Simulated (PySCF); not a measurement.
**Computed properties of C2H7S, SMILES CC[SH2+], charge +1**

C2H7S, SMILES CC[SH2+], charge +1. Coordinates come from a r2SCAN-D4/def2-SVP optimisation. The isomer is the one that the SMILES or the coordinates give; other isomers of the formula were not compared. One conformer was computed; it need not be the lowest. All values are computed for the isolated molecule unless a solvent is named; none is compared with measurement here.

**Structure.** The optimised structure has Cs symmetry. All 24 harmonic modes at r2SCAN-D4/def2-SVP (PySCF) are real, so it is a minimum. With heavy atoms numbered as in [CH3:1][CH2:2][SH2+:3], the shortest bond between them is C1–C2 at 1.509 Å and the longest C2–S3 at 1.857 Å.

**Vibrations.** The strongest infrared lines (harmonic, unscaled, degenerate partners summed) lie at 2632 cm⁻¹ (37 km/mol, H 97 %), 2610 cm⁻¹ (35 km/mol, H 97 %), 204 cm⁻¹ (28 km/mol, H 94 %). The softest mode is at 204 cm⁻¹ and the zero-point energy is 53.1 kcal/mol.

**Electronic structure.** PBE0/def2-TZVPD (PySCF) places the frontier levels at -15.25 and -6.12 eV, a gap of 9.13 eV and a mean polarisability of 42.6 bohr³. PBE/def2-TZVPD (PySCF) at the same geometry gives -13.90 and -7.17 eV, so its gap is 2.40 eV narrower. An orbital gap is neither the optical nor the fundamental gap.

**Excitations.** TDDFT-CAM-B3LYP/def2-SVPD (PySCF) has S1 at 8.26 eV (150 nm, f = 0.062, bright); the most intense of the 10 singlets computed lies at 9.29 eV (f = 0.15). T1 (TDA) is at 7.05 eV. TDDFT-PBE/def2-SVPD (PySCF) puts S1 at 7.04 eV. No vertical singlet excitation falls in the visible range (under 3.1 eV).

**NMR.** GIAO shifts at PBE0/pcSseg-1 (PySCF) (non-relativistic, atoms alike by connectivity averaged): ¹³C from 22.5 to 42.5 ppm against TMS; ¹H from 2.4 to 5.6 ppm against TMS.

**Solvation.** SMD-ωB97X/def2-SVP (PySCF) gives -60.6 kcal/mol in water, -54.1 kcal/mol in chlorobenzene, -58.3 kcal/mol in dichloromethane (1 M in both phases, gas-phase geometry); of these solvents water holds the molecule best.
